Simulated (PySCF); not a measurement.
**Electronic absorption of (H2In-mu-NH2)3**

Compound: (H2In-mu-NH2)3.
Structure used (PBE0-D3(BJ)/def2-SVP), in Å, numbered top down from 1:
```xyz
18
H12In3N3 angstrom
In    -0.123   -0.137   -2.319
H      0.936    0.899   -3.214
H     -1.269   -1.291   -2.911
N      1.172   -1.116   -0.795
In     1.912    0.227    0.815
H      3.210   -0.581    1.629
H      1.873    1.844    0.189
N      0.088    0.071    2.081
In    -1.854   -0.086    0.999
H     -1.935   -1.754    0.534
H     -3.025    0.868    1.847
N     -1.223    1.059   -0.799
H      1.978   -1.539   -1.260
H      0.669   -1.904   -0.380
H      0.175   -0.742    2.693
H      0.060    0.871    2.716
H     -2.053    1.472   -1.228
H     -0.647    1.856   -0.519
```

Theory: PySCF 2.14.0, density-fitted response routines, TDDFT CAM-B3LYP/def2-SVPD, vertical, gas phase, core orbitals frozen in the response, def2 core potentials past Kr. Spin–orbit coupling is left out.

Task: Predict the UV-vis stick spectrum at this level.

Result: 

| state | E (eV) | E (hartree) | f | main configurations (H = HOMO, L = LUMO) |
| --- | --- | --- | --- | --- |
| S1 | 6.29 | 0.2313 | 0.0024 | H-1→L+1 (39%), H-2→L (19%), H→L (16%) |
| S2 | 6.37 | 0.2341 | 0.045 | H→L+1 (68%), H-2→L+1 (8%) |
| S3 | 6.52 | 0.2396 | 0.015 | H-1→L (40%), H-2→L+1 (26%) |
| S4 | 6.58 | 0.2419 | 0.168 | H→L (23%), H-2→L (22%), H-1→L+1 (17%) |
| S5 | 6.68 | 0.2455 | 0.034 | H-3→L (55%), H-4→L+1 (10%) |
| S6 | 6.74 | 0.2478 | 0.097 | H-1→L+2 (42%), H-1→L (19%), H-2→L+1 (10%) |
| S7 | 7.02 | 0.2580 | 0.239 | H→L+2 (54%), H-1→L+1 (13%), H-3→L (11%) |
| S8 | 7.08 | 0.2603 | 0.063 | H-3→L+1 (33%), H-4→L (20%), H-1→L (17%) |
| S9 | 7.11 | 0.2615 | 0.024 | H-2→L+2 (45%), H-4→L+1 (14%), H→L (10%) |
| S10 | 7.26 | 0.2667 | 0.050 | H-2→L+1 (29%), H-1→L+2 (23%), H→L+1 (13%) |

Triplets, Tamm–Dancoff:

```
state  E (eV)  λ (nm)  main configurations (H = HOMO, L = LUMO)
   T1    5.98   207.2                 H-1→L+1 (51%), H-2→L (9%)
   T2    6.00   206.7                H→L+1 (60%), H-1→L+2 (11%)
   T3    6.04   205.3       H-2→L (29%), H→L (17%), H-3→L (13%)
   T4    6.19   200.4   H-2→L+1 (45%), H-1→L (9%), H-1→L+2 (9%)
```

The lowest singlet comes at 197 nm (607 kJ/mol) in the vacuum ultraviolet; it is very weak; its leading configuration is HOMO-1→LUMO+1 (39%). The most intense listed level is S7 at 7.02 eV (177 nm, f = 0.239), 0.73 eV above S1. Löwdin shares by element: HOMO hydrogen 41% or more, indium 22% or more (atoms not listed hold the other 37%); LUMO indium 56% or more, hydrogen 16% or more (atoms not listed hold the other 28%). Of the 10 states listed, 9 reach f = 0.01 and none stays under 0.0005. Weighted by f, the mean energy of these states is 6.84 eV. The window holds the lowest 10 singlets.

One conformer stands for the species.
